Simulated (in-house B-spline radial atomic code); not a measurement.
The numbers below are computed, except where a source is named.
## Cd in an electron gas of r_s = 2.67: phase shifts, screening, friction and resistivity

A nucleus sits in a uniform electron gas with a rigid positive background. The Kohn-Sham equations are solved self-consistently in the spin-unpolarised LDA (PW92), non-relativistic, on B-splines with outgoing waves at the boundary and partial waves to l = 8. The model has no lattice, no bands and no magnetic solution. Atomic units; δ_l are the phase shifts at the Fermi level, counted so that each bound state adds π, and good to about 0.0005.

The density parameter is r_s = 2.67 bohr, near that of the valence electrons of Cu (1 per atom, density 8.96 g/cm³, mass 63.55 u, which gives r_s = 2.67).

| l | δ_l (rad) |
| --- | --- |
| 0 | 13.0561 |
| 1 | 10.1347 |
| 2 | 6.3342 |
| 3 | 0.0320 |
| 4 | 0.0043 |
| 5 | 0.0004 |
| 6 | 0.0001 |
| 7 | 0.0000 |
| 8 | 0.0000 |

Bound levels below the band bottom (hartree): d -14.41, s -3.331, p -2.131, d -0.2091, s -0.01488 and deeper ones.

(1) Check the Friedel sum rule, and say where the screening charge sits.

(2) Find the transport cross section and the electronic stopping of a 2 keV Cd ion (mass 112.41 u).

(3) What residual resistivity would 1 atomic per cent of such centres give in Cu?

(4) On a substitutional site the background of one host ion, a sphere holding 1 charge, is taken out. The phase shifts for l = 0 to 4 become 12.8371, 9.8374, 6.2653, 0.0178, 0.0026. What follows?

## Answers

(1) k_F = (9π/4)^(1/3)/r_s = 0.71879. The rule is Z = (2/π) Σ (2l + 1) δ_l. The terms are s 8.312, p 19.356, d 20.162, f 0.143 and 0.028 beyond, in all 48.001 against Z = 48. Bound states hold 10 s, 18 p, 20 d electrons, so the scattering states carry 0.00 in all; where a term is smaller than its bound count, the bound level has drawn weight out of the band.

(2) σ_tr = (4π/k_F²) Σ (l + 1) sin²(δ_l − δ_(l+1)). The terms for l = 0 to 3 are 0.0477, 0.7497, 0.0011, 0.0031, all together 0.8016, so σ_tr = 24.323 × 0.8016 = 19.498 bohr². With n = 3/(4π r_s³) = 0.01254, the friction coefficient is Q = n k_F σ_tr = 0.1758. For v well below v_F = 0.719, dE/dx = Q v; with 24801 eV per u at v = 1, v = √(2000/(24801 × 112.41)) = 0.0268, so dE/dx = 0.00471 hartree/bohr = 2.42 eV/nm. The largest term couples the p and d waves.

(3) Δρ = k_F n_i σ_tr/n in atomic units of 21.74 μΩ·cm. With one host atom per 1 electron, n_i/n = 0.01/1, so Δρ = 0.7188 × 0.01000 × 19.498 × 21.74 = 3.05 μΩ·cm. This is an atom added to the gas, as on an interstitial site.

(4) The Friedel sum is now 47.00, for Z − 1 = 47. The sum in σ_tr is 0.3731, so σ_tr = 9.07 bohr² and Δρ = 1.42 μΩ·cm per atomic per cent, 0.47 times the value above. A real host ion scatters too, so this model doesn't give zero even for the host's own atom.
